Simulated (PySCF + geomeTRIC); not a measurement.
Species: C3H2N, SMILES `C=[C]C#N` (charge 0, multiplicity 2).

Problem. Give a relaxed geometry from r2SCAN-D4/def2-TZVP run with PySCF + geomeTRIC.

Solution. the end point of this relaxation (outside a Z-matrix the atoms follow the SMILES, hydrogens last).
Bond lengths (Å): C1–C2 1.301, C1–H5 1.089, C1–H6 1.089, C2–C3 1.325, C3–N4 1.180. Angles (°): C2–C1–H5 121.6, C2–C1–H6 121.6, H5–C1–H6 116.7, C1–C2–C3 179.6, C2–C3–N4 179.9.
